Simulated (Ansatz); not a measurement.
C3H7B (`BC(=C)C`), relaxed with RKS PBE-D4/def2-SVP in Ansatz from a rough embedded geometry. The force threshold is 0.03 eV/Å; the program also tests the step.

Total charge 0; spin multiplicity 1.

Start:

```xyz
11

B     0.509   -1.447   -0.210
C     0.164    0.014    0.012
C     1.055    0.798    0.584
C    -1.230    0.539   -0.260
H    -0.311   -2.206   -0.751
H     1.561   -1.954    0.045
H     0.817    1.845    0.866
H     2.021    0.428    0.939
H    -1.614   -0.066   -1.144
H    -1.844    0.453    0.568
H    -1.126    1.594   -0.650
```

```tsv
step	energy (eV)	largest force (eV/Å)	largest move (Å)
1	-3891.3428	4.599	0.000
2	-3891.4982	1.418	0.168
3	-3891.5803	1.259	0.200
4	-3891.6841	0.252	0.116
5	-3891.6874	0.351	0.200
6	-3891.7163	0.215	0.130
7	-3891.7208	0.054	0.058
8 (rejected)	-3891.7205	0.163	0.077
9	-3891.7219	0.038	0.038
10 (rejected)	-3891.7211	0.215	0.037
11	-3891.7222	0.006	0.019
```

End:

```xyz
11

B     0.470   -1.502   -0.123
C     0.135    0.003    0.048
C     1.118    0.811    0.535
C    -1.226    0.551   -0.316
H    -0.352   -2.289   -0.562
H     1.575   -1.911    0.186
H     0.973    1.898    0.685
H     2.106    0.403    0.801
H    -1.474    0.324   -1.375
H    -2.021    0.064    0.289
H    -1.304    1.647   -0.169
```

Hardware: 2 threads of an Arm Neoverse V2 on a shared host. Wall time 14 s, peak host memory 0.12 GiB.
